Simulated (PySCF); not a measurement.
C3H9NSi. Atoms are numbered in the order given.

```xyz
14

N      2.3239     0.2879     0.1573
Si     0.8411    -0.2616    -0.5909
C     -0.7730     0.5247    -0.0307
C     -1.4888    -0.0011     1.2057
C     -2.0680    -0.2666    -0.1553
H      2.7126     1.1804    -0.1584
H      2.4081     0.2187     1.1754
H      0.6871    -1.7340    -0.2956
H      1.0259    -0.0345    -2.0684
H     -0.8692     1.6117    -0.2031
H     -1.0387    -0.8480     1.7514
H     -1.9965     0.7279     1.8572
H     -2.9774     0.2784    -0.4541
H     -2.0156    -1.2953    -0.5506
```
Charge 0, spin multiplicity 1.

Geometry optimised at PBE-D3(BJ)/def2-SVP. Other conformers were not sampled.

Method: PBE-D3(BJ)/def2-SVP in PySCF.

Frequencies are harmonic and unscaled.

Q: Estimate the vibrational spectrum. (Estimate from the structure and the level; the computed values follow.)

A: 
```tsv
mode	ν (cm⁻¹)	IR (km/mol)	moving atoms (share of kinetic energy)
1	71	1.7	H 34 %, C 31 %, N 22 %, Si 13 %
2	132	3.0	H 39 %, C 29 %, N 22 %, Si 10 %
3	185	18.0	H 78 %, C 12 %
4	235	1.9	H 51 %, C 36 %, Si 13 %
5	305	12.7	C 43 %, H 33 %, Si 13 %, N 11 %
6	416	202.6	H 67 %, N 30 %
7	509	29.9	H 71 %, Si 21 %, C 8 %
8	622	32.6	H 40 %, C 34 %, Si 24 %
9	719	6.4	H 94 %
10	774	10.8	H 93 %
11	798	8.9	H 84 %, C 9 %
12	817	15.8	N 41 %, H 38 %, Si 20 %
13	863	105.9	H 48 %, C 44 %
14	876	88.7	H 75 %, Si 12 %
15	889	43.2	H 72 %, C 18 %
16	898	136.6	H 60 %, C 28 %
17	922	47.5	C 61 %, H 37 %
18	992	8.8	H 74 %, C 25 %
19	1017	13.6	H 77 %, C 23 %
20	1027	2.6	H 71 %, C 29 %
21	1076	1.6	H 93 %
22	1137	0.2	H 69 %, C 31 %
23	1183	0.4	H 59 %, C 41 %
24	1265	20.6	C 56 %, H 43 %
25	1390	2.4	H 92 %
26	1435	1.1	H 69 %, C 31 %
27	1498	30.8	H 90 %, N 10 %
28	2136	103.9	H 97 %
29	2158	141.9	H 96 %
30	3046	16.0	H 95 %
31	3051	15.0	H 95 %
32	3066	3.7	H 92 %, C 8 %
33	3135	0.6	H 89 %, C 11 %
34	3146	10.7	H 89 %, C 11 %
35	3481	16.6	H 96 %
36	3574	18.0	H 91 %, N 9 %
```
